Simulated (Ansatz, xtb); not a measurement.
**Relative energy of two structures of BGaH4N+**

Structure X is a singlet given by its coordinates and structure Y is a singlet given by its coordinates. Both are isolated ions in the gas phase, relaxed with PBE0-D3(BJ)/def2-SVP.

X (Å):

```xyz
7

B     0.7582   -0.3946    0.2869
Ga   -0.8409   -1.6754    0.7327
N     0.8102    0.3671   -0.8481
H     1.6171   -0.4024    1.1296
H    -1.9576   -2.6568    1.1790
H     1.6087    0.9753   -1.0225
H     0.1192    0.4138   -1.5891
```

Close contacts (Å): B1–Ga2 2.10, B1–N3 1.37, B1–H4 1.20, Ga2–H5 1.55, N3–H6 1.02, N3–H7 1.01.

Y (Å):

```yaml
atoms:
  - { symbol: B, position_ang: [1.4455, -0.3913, 0.9780] }
  - { symbol: Ga, position_ang: [-0.8537, -0.1767, -0.7777] }
  - { symbol: N, position_ang: [0.7853, -1.0276, 0.0605] }
  - { symbol: H, position_ang: [1.9789, 0.2686, 1.8057] }
  - { symbol: H, position_ang: [1.0064, -1.9550, -0.3073] }
  - { symbol: H, position_ang: [-1.3752, -1.1966, -1.8043] }
  - { symbol: H, position_ang: [-1.0492, 1.2045, -0.1242] }
```

Close contacts (Å): B1–N3 1.30, Ga2–N3 2.03, B1–H4 1.19, Ga2–H6 1.54, Ga2–H7 1.54, N3–H5 1.02.

Question: Estimate E(Y) − E(X) at the level CCSD(T)/def2-TZVP.

Answer: Calculated at CCSD(T)/def2-TZVP: E(Y) − E(X) = +0.391 eV, so structure X lies lower.

Level by level:

```tsv
level	geometry	E(Y) − E(X) (eV)	departure from the last row (eV)	job, with rough time for the two
GFN2-xTB	GFN2-xTB	+0.491	+0.099	optimisation, 0.2 s
HF/STO-3G	GFN2-xTB	−0.135	−0.527	single point, 0.54 s
r2SCAN-D4/def2-SVP	GFN2-xTB	+0.546	+0.155	single point, 4.6 s
PBE0-D3(BJ)/def2-SVP	PBE0-D3(BJ)/def2-SVP	+0.665	+0.273	optimisation, 36 s
HF/def2-TZVP	PBE0-D3(BJ)/def2-SVP	+0.189	−0.202	part of the CCSD(T) run
MP2/def2-TZVP	PBE0-D3(BJ)/def2-SVP	+0.338	−0.053	part of the CCSD(T) run
CCSD(T)/def2-TZVP	PBE0-D3(BJ)/def2-SVP	+0.391		single point, 60 s
```

HF/STO-3G puts the two in the other order. The largest departure from CCSD(T)/def2-TZVP is that of HF/STO-3G, 0.527 eV.

With harmonic frequencies from PBE0-D3(BJ)/def2-SVP (ideal gas, rigid rotor, one conformer each, 298.15 K, 1 atm): on the last row, ΔE + ΔZPE = +0.219, ΔH = +0.235, ΔG = +0.203 eV.

The correlated steps freeze 11 core orbitals; the filled d shell of Ga is correlated, in a basis made for valence electrons. Run with Ansatz 0.2.0, xtb 6.7.1; the last row on 1 thread of Arm Neoverse V2 on a shared host.
